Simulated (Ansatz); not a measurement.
Consider the homolysis of the C–C bond: `C[CH2][GeH2][CH3]` → `[CH2][GeH2][CH3]`• + `[CH3]`•.

Isolated molecules relaxed with PBE0-D4/def2-TZVP in Ansatz; ΔE leaves out vibrations. CCSD(T)/CBS adds triple-zeta CCSD(T) − MP2 to the extrapolated MP2 energy (def2 sets, frozen cores). This one scheme is used for every species. Functionals use def2-TZVPP. Open shells (•) are unrestricted, without spin–orbit coupling. For Ge outer-core shells are correlated without core-valence functions, which leaves a few kJ/mol of doubt a bond. Scalar relativity is left out up to krypton. Each species was taken in one conformer, which may not be the lowest.

CCSD(T)/CBS gives +4.11 eV.

**Question.** Another level gave +3.87 eV. Which?
A. PBE-D4/def2-TZVPP
B. SCS-MP2/def2-TZVPP
C. BLYP-D4/def2-TZVPP
D. MP2/def2-TZVPP

**Answer.** C. BLYP-D4 3.87, PBE-D4 4.09, SCS-MP2/def2-TZVPP 4.14, MP2/def2-TZVPP 4.24 eV.

Largest T1 diagnostic among the species: 0.011.

The D4 term adds +0.13 eV with B3LYP and +0.07 eV with PBE0; it sums over pairs of atoms, weighted by their polarisabilities, and B3LYP, whose exchange is more repulsive, gets the larger term. At CCSD(T), def2-SVP lies −0.08 eV from the extrapolated value and def2-TZVPP −0.10 eV.

B3LYP here is the variant with VWN-RPA as its local correlation; programs differ in this.
